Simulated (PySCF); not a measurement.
Compound: C₃H₁₀SSi₂.
SMILES with atom numbers: `[CH3:1][S:2][SiH2:3]/[CH:4]=[CH:5]/[SiH3:6]` (hydrogens: H7, H8, H9 on C1; H10, H11 on Si3; H12 on C4; H13 on C5; H14, H15, H16 on Si6)

The geometry is computed with GFN2-xTB (gas phase).

(1) What internal coordinates does the optimisation give?

Results:

(1) 
```
                     bond  length (bohr)
                    C1–S2          3.441
                   S2–Si3          4.075
                   Si3–C4          3.555
                    C4=C5          2.519
                   C5–Si6          3.560
      C1–H7, C1–H8, C1–H9          2.051
                  Si3–H10          2.745
                  Si3–H11          2.763
                   C4–H12          2.051
                   C5–H13          2.052
Si6–H14, Si6–H15, Si6–H16          2.768
```

Bonds in one row agree within 0.02 bohr and their mean is given. A selection of angles:
```
      angle  degrees
   S2–C1–H7    109.5
   S2–C1–H8    107.0
   H7–C1–H8    109.9
   H7–C1–H9    110.5
  C1–S2–Si3     99.9
  S2–Si3–C4    107.5
 S2–Si3–H10    103.4
 S2–Si3–H11    107.5
 C4–Si3–H10    113.6
 C4–Si3–H11    110.6
H10–Si3–H11    113.7
  Si3–C4–C5    125.0
 Si3–C4–H12    116.8
  C5–C4–H12    118.1
  C4–C5–Si6    125.7
  C4–C5–H13    117.9
 Si6–C5–H13    116.4
 C5–Si6–H14    108.5
 C5–Si6–H15    108.3
H14–Si6–H15    109.7
H14–Si6–H16    110.6
```

Dihedral angles: C1–S2–Si3–C4 -56° (synclinal); S2–Si3–C4–C5 101° (anticlinal); Si3–C4–C5–Si6 -176° (antiperiplanar). The mirror-image conformer, all signs reversed, is as good.

Si3 (SiH2 silicon) is distorted tetrahedral (angles from 103.4° to 113.7°). Of the pairs four or more bonds apart, C4···H9 is among the closest relative to their van der Waals radii: 2.89 Å, 100 % of the sum of Bondi's values. Si6 (SiH3 silicon) is tetrahedral (angles from 108.3° to 110.6°).

Point group: C1 (no symmetry element, even within 0.4 Å). No frequency check. One conformer, not necessarily the lowest.
